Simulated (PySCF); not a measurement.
F (SMILES [F-]), charge -1, singlet; CCSD(T)/6-31G* (PySCF).

PySCF was given this input:
```python
from pyscf import gto, scf, cc

mol = gto.Mole()
mol.atom = '''
    F     0.00000000    0.00000000    0.00000000
'''
mol.basis = '6-31g*'
mol.charge = -1
mol.verbose = 4
mol.build()

mf = scf.RHF(mol)
mf.kernel()

mycc = cc.CCSD(mf, frozen=2)
mycc.kernel()
et = mycc.ccsd_t()
print('E(CCSD(T)) = %.10f' % (mycc.e_tot + et))
```

What the program printed (banner, timings and long lists left out):

```
PySCF version 2.14.0

[INPUT] verbose = 4
[INPUT] num. atoms = 1
[INPUT] num. electrons = 10
[INPUT] charge = -1
[INPUT] spin (= nelec alpha-beta = 2S) = 0
[INPUT] symmetry False subgroup None
[INPUT] Mole.unit = angstrom
[INPUT] Symbol           X                Y                Z      unit          X                Y                Z       unit  Magmom
[INPUT]  1 F      0.000000000000   0.000000000000   0.000000000000 AA    0.000000000000   0.000000000000   0.000000000000 Bohr   0.0

nuclear repulsion = 0
number of shells = 6
number of NR pGTOs = 27
number of NR cGTOs = 14
basis = 6-31g*
ecp = {}

******** <class 'pyscf.scf.hf.RHF'> ********
method = RHF
initial guess = minao
damping factor = 0
level_shift factor = 0
DIIS = <class 'pyscf.scf.diis.CDIIS'>
diis_start_cycle = 1
diis_space = 8
diis_damp = 0
SCF conv_tol = 1e-09
SCF conv_tol_grad = None
SCF max_cycles = 50
direct_scf = True
direct_scf_tol = 1e-13
Set gradient conv threshold to 3.16228e-05
Initial guess from minao.
init E= -98.9952075031686
  HOMO = -0.614591153096209  LUMO = 1.41751195876496  gap/eV = 55.29634
cycle= 1 E= -99.2679291073734  delta_E= -0.273  |g|= 0.746  |ddm|= 0.404
  HOMO = 0.0721414422702011  LUMO = 2.12479965023054  gap/eV = 55.85567
cycle= 2 E= -99.3268878659564  delta_E= -0.059  |g|= 0.403  |ddm|= 0.593
  HOMO = -0.0763494497068537  LUMO = 1.99167579400894  gap/eV = 56.27383
cycle= 3 E= -99.3501775475617  delta_E= -0.0233  |g|= 0.00387  |ddm|= 0.203
  HOMO = -0.0779241434084124  LUMO = 1.9925830397993  gap/eV = 56.34137
cycle= 4 E= -99.3501805145063  delta_E= -2.97e-06  |g|= 0.000709  |ddm|= 0.00307
  HOMO = -0.0777278334901856  LUMO = 1.99255298310913  gap/eV = 56.33521
cycle= 5 E= -99.3501805976212  delta_E= -8.31e-08  |g|= 1.23e-05  |ddm|= 0.000594
  HOMO = -0.077746594869989  LUMO = 1.99257024640389  gap/eV = 56.33619
cycle= 6 E= -99.3501805976319  delta_E= -1.07e-11  |g|= 5.93e-09  |ddm|= 4.74e-06
  HOMO = -0.0777465870744304  LUMO = 1.99257024284521  gap/eV = 56.33619
Extra cycle  E= -99.3501805976319  delta_E= 1.42e-14  |g|= 2.54e-09  |ddm|= 3.67e-09
converged SCF energy = -99.3501805976319

******** <class 'pyscf.cc.ccsd.CCSD'> ********
CC2 = 0
CCSD nocc = 3, nmo = 12
frozen orbitals 2
max_cycle = 50
direct = 0
conv_tol = 1e-07
conv_tol_normt = 1e-05
diis_space = 6
diis_start_cycle = 0
diis_start_energy_diff = 1e+09
Init t2, MP2 energy = -99.4831109897434  E_corr(MP2) -0.1329303921115
Init E_corr(CCSD) = -0.1329303921115
cycle = 1  E_corr(CCSD) = -0.13610102549186  dE = -0.00317063338  norm(t1,t2) = 0.01079
cycle = 2  E_corr(CCSD) = -0.136776646904904  dE = -0.000675621413  norm(t1,t2) = 0.00212516
cycle = 3  E_corr(CCSD) = -0.136939593560022  dE = -0.000162946655  norm(t1,t2) = 0.000650301
cycle = 4  E_corr(CCSD) = -0.136946868383237  dE = -7.27482322e-06  norm(t1,t2) = 6.17682e-05
cycle = 5  E_corr(CCSD) = -0.13694581905483  dE = 1.04932841e-06  norm(t1,t2) = 6.56413e-06
cycle = 6  E_corr(CCSD) = -0.136945885458841  dE = -6.64040114e-08  norm(t1,t2) = 3.70786e-07
CCSD converged
E(CCSD) = -99.48712648309075  E_corr = -0.1369458854588415
CCSD(T) correction = -0.000812669155585246
E(CCSD(T)) = -99.4879391522
```
